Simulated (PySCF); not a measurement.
# Static response to an electric field

Species: Ge(vinyl)(OMe)3, C5H12GeO3.
Geometry (PBE0-D3(BJ)/def2-SVP, Å), atoms numbered from 1 in this order:
```
atom  x, y, z in Å
Ge1   -0.0751   -0.2183    0.2045
C2     0.0590   -0.0907    2.1139
C3     1.2169   -0.3216    2.7391
H4    -0.8362    0.1760    2.6875
H5     2.1194   -0.5902    2.1805
H6     1.3065   -0.2545    3.8292
O7     1.5554   -0.5499   -0.3772
C8     1.7782   -0.8748   -1.7261
H9     1.1249   -1.6967   -2.0666
H10    2.8258   -1.1955   -1.8370
H11    1.6128   -0.0084   -2.3923
O12   -0.7364    1.2474   -0.5477
C13   -0.1284    2.4917   -0.3325
H14   -0.0380    2.7420    0.7418
H15   -0.7464    3.2705   -0.8071
H16    0.8838    2.5453   -0.7741
O17   -1.1051   -1.5006   -0.4258
C18   -2.4648   -1.3150   -0.7197
H19   -3.0898   -1.3229    0.1930
H20   -2.7968   -2.1490   -1.3581
H21   -2.6525   -0.3689   -1.2550
```

Level: PBE0/def2-SVPD (PySCF), static field, nuclei fixed, core orbitals frozen in the response. The polarisability tensor in these axes (au):

```
x   103.88  -0.27   7.04
y    -0.27  92.52   0.87
z     7.04   0.87 105.38
```

Give the principal values, the mean and the anisotropy Δα = √{½[(α1 − α2)² + (α2 − α3)² + (α1 − α3)²]}.

Principal values 92.39, 97.67 and 111.72 au; mean 100.60 au = 14.91 Å³ = 16.59 × 10⁻⁴⁰ C²·m²/J; Δα = 17.30 au (17 % of the mean).

What is the dipole moment, and where does it point?

(-0.11, 1.01, 0.99) D, 1.41 D in size, pointing from the negative to the positive side. Measured along this direction, the outermost atoms are H9 at the negative end and H14 and H6 at the positive end.

Find the Langevin capture rate constant for NO+ (29.998 u) meeting this molecule (194.000 u), k = 2.342 × 10⁻⁹ cm³/s × √(α in Å³ / reduced mass in u).

The reduced mass is 25.98 u, so k = 1.77 × 10⁻⁹ cm³/s. The formula leaves out the permanent dipole, which adds to the capture rate.

Sum over states: ᾱ = Σ f/ω², ω in Eh. What share falls to these 15 lowest TDDFT singlets (eV, f)? 5.91, 0.0097; 6.08, 0.0082; 6.22, 0.0060; 6.73, 0.0123; 6.81, 0.0775; 7.06, 0.0215; 7.12, 0.0237; 7.16, 0.0077; 7.24, 0.0262; 7.54, 0.1765; 7.60, 0.0391; 7.72, 0.0372; 7.79, 0.0233; 7.85, 0.0147; 7.89, 0.0314.

They add up to 7.16 au, 7.1 % of the 100.60 au; the largest single term is 2.30 au, from the state at 7.54 eV. Terms in order: 0.21, 0.16, 0.11, 0.20, 1.24, 0.32, 0.35, 0.11, 0.37, 2.30, 0.50, 0.46, 0.28, 0.18, 0.37 au. Higher excitations give the rest. The strengths listed sum to 0.515.

What are the principal values of the traceless quadrupole moment, Θ = ½Σq(3rr − r²1), about the centre of nuclear charge?

-5.11, -0.35, 5.47 D·Å. The values depend on the origin, since the dipole doesn't vanish. The electronic extent ⟨r²⟩ about the same centre is 1603 bohr², a root-mean-square distance of 2.14 Å for the 98 electrons.

In a dilute gas of rigid molecules at 350 K, how does the orientational term μ²/3kT compare with the electronic polarisability?

In Gaussian units μ²/3kT = 13.77 Å³ against 14.91 Å³, a ratio of 0.92; the Debye molar polarisation (4π/3)N_A(α + μ²/3kT) is 72.3 cm³/mol, leaving out the vibrational part.

Directions of the eigenvectors, and the extent of the frame along each?

Largest value along (0.67, 0.02, 0.74), where the nuclei span 6.65 Å; middle along (0.74, -0.15, -0.66), 5.88 Å; least along (0.10, 0.99, -0.12), 5.49 Å. The response follows the extents in order.

Isolated species at its PBE0-D3(BJ)/def2-SVP geometry (one conformer only). The calculation is non-relativistic, for germanium too.
